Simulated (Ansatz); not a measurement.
Program: Ansatz. Geometries: PBE0-D4/def2-TZVP. ΔE: electronic, gas phase. CBS: MP2 limit from def2 TZ/QZ plus the TZ coupled-cluster correction, frozen cores. This one scheme is used for every species. Functionals use def2-TZVPP. B3LYP here is the variant with VWN-RPA as its local correlation; programs differ in this. HSE06 is defined as in plane-wave codes. Elements past krypton have def2 core potentials. For Mo outer-core shells are correlated without core-valence functions, which leaves a few kJ/mol of doubt a bond. Each species was taken in one conformer, which may not be the lowest.

Consider the ligand exchange at a Mo–Cl bond: `[NH]=[Mo](=[NH])([NH2])[Cl]` + NH₃ → `[NH]=[Mo](=[NH])([NH2])[NH2]` + HCl.

```json
{"level": "LDA (SPW92)", "ΔE (kcal/mol)": "18.3", "difference from CCSD(T)/CBS": "-2.8"}
{"level": "PBE-D4", "ΔE (kcal/mol)": "20.3", "difference from CCSD(T)/CBS": "-0.8"}
{"level": "revPBE-D4", "ΔE (kcal/mol)": "20.0", "difference from CCSD(T)/CBS": "-1.1"}
{"level": "BLYP-D4", "ΔE (kcal/mol)": "19.8", "difference from CCSD(T)/CBS": "-1.3"}
{"level": "r2SCAN-D4", "ΔE (kcal/mol)": "21.1", "difference from CCSD(T)/CBS": "0.0"}
{"level": "B97M-V", "ΔE (kcal/mol)": "22.1", "difference from CCSD(T)/CBS": "1.0"}
{"level": "PBE0-D4", "ΔE (kcal/mol)": "20.7", "difference from CCSD(T)/CBS": "-0.4"}
{"level": "B3LYP-D4", "ΔE (kcal/mol)": "20.3", "difference from CCSD(T)/CBS": "-0.8"}
{"level": "r2SCANh-D4", "ΔE (kcal/mol)": "21.1", "difference from CCSD(T)/CBS": "0.0"}
{"level": "HSE06-D4", "ΔE (kcal/mol)": "20.8", "difference from CCSD(T)/CBS": "-0.3"}
{"level": "BHLYP-D4", "ΔE (kcal/mol)": "20.9", "difference from CCSD(T)/CBS": "-0.2"}
{"level": "CAM-B3LYP-D4", "ΔE (kcal/mol)": "19.3", "difference from CCSD(T)/CBS": "-1.8"}
{"level": "ωB97X-V", "ΔE (kcal/mol)": "19.8", "difference from CCSD(T)/CBS": "-1.3"}
{"level": "ωB97M-V", "ΔE (kcal/mol)": "19.9", "difference from CCSD(T)/CBS": "-1.2"}
{"level": "B2PLYP", "ΔE (kcal/mol)": "21.7", "difference from CCSD(T)/CBS": "0.6"}
{"level": "PBE", "ΔE (kcal/mol)": "20.4", "difference from CCSD(T)/CBS": "-0.7"}
{"level": "revPBE", "ΔE (kcal/mol)": "21.0", "difference from CCSD(T)/CBS": "-0.1"}
{"level": "BLYP", "ΔE (kcal/mol)": "20.2", "difference from CCSD(T)/CBS": "-0.9"}
{"level": "r2SCAN", "ΔE (kcal/mol)": "21.2", "difference from CCSD(T)/CBS": "0.1"}
{"level": "B3LYP", "ΔE (kcal/mol)": "20.4", "difference from CCSD(T)/CBS": "-0.7"}
{"level": "r2SCANh", "ΔE (kcal/mol)": "21.2", "difference from CCSD(T)/CBS": "0.1"}
{"level": "r2SCAN0", "ΔE (kcal/mol)": "21.2", "difference from CCSD(T)/CBS": "0.1"}
{"level": "HSE06", "ΔE (kcal/mol)": "20.9", "difference from CCSD(T)/CBS": "-0.2"}
{"level": "BHLYP", "ΔE (kcal/mol)": "20.8", "difference from CCSD(T)/CBS": "-0.3"}
{"level": "CAM-B3LYP", "ΔE (kcal/mol)": "19.3", "difference from CCSD(T)/CBS": "-1.8"}
{"level": "LC-ωPBE", "ΔE (kcal/mol)": "19.2", "difference from CCSD(T)/CBS": "-1.9"}
{"level": "RPA@PBE/def2-TZVPP", "ΔE (kcal/mol)": "19.1", "difference from CCSD(T)/CBS": "-2.0"}
{"level": "HF/def2-SVP", "ΔE (kcal/mol)": "20.8", "difference from CCSD(T)/CBS": "-0.3"}
{"level": "MP2/def2-SVP", "ΔE (kcal/mol)": "23.0", "difference from CCSD(T)/CBS": "1.9"}
{"level": "CCSD/def2-SVP", "ΔE (kcal/mol)": "19.7", "difference from CCSD(T)/CBS": "-1.4"}
{"level": "CCSD(T)/def2-SVP", "ΔE (kcal/mol)": "19.7", "difference from CCSD(T)/CBS": "-1.4"}
{"level": "HF/def2-TZVPP", "ΔE (kcal/mol)": "21.3", "difference from CCSD(T)/CBS": "0.2"}
{"level": "MP2/def2-TZVPP", "ΔE (kcal/mol)": "23.9", "difference from CCSD(T)/CBS": "2.8"}
{"level": "SCS-MP2/def2-TZVPP", "ΔE (kcal/mol)": "23.1", "difference from CCSD(T)/CBS": "2.0"}
{"level": "CCSD/def2-TZVPP", "ΔE (kcal/mol)": "19.9", "difference from CCSD(T)/CBS": "-1.2"}
{"level": "CCSD(T)/def2-TZVPP", "ΔE (kcal/mol)": "20.2", "difference from CCSD(T)/CBS": "-0.9"}
{"level": "HF/def2-QZVPP", "ΔE (kcal/mol)": "21.4", "difference from CCSD(T)/CBS": "0.3"}
{"level": "HF/CBS(def2)", "ΔE (kcal/mol)": "21.4", "difference from CCSD(T)/CBS": "0.3"}
{"level": "MP2/CBS(def2)", "ΔE (kcal/mol)": "24.9", "difference from CCSD(T)/CBS": "3.8"}
{"level": "CCSD/CBS(def2)", "ΔE (kcal/mol)": "20.8", "difference from CCSD(T)/CBS": "-0.3"}
{"level": "CCSD(T)/CBS", "ΔE (kcal/mol)": "21.1", "difference from CCSD(T)/CBS": "0"}
```

Largest T1 diagnostic among the species: 0.022, so the coupled-cluster value is less sure than usual.

Leaving LDA and LC-ωPBE aside and taking each functional with its dispersion term where it has one, the values, not all of them listed here, spread over 2.9 kcal/mol, from CAM-B3LYP-D4 to PBE-QIDH. LDA lies −2.1 kcal/mol from PBE without D4. At CCSD(T), def2-SVP lies −1.4 kcal/mol from the extrapolated value and def2-TZVPP −0.9 kcal/mol.
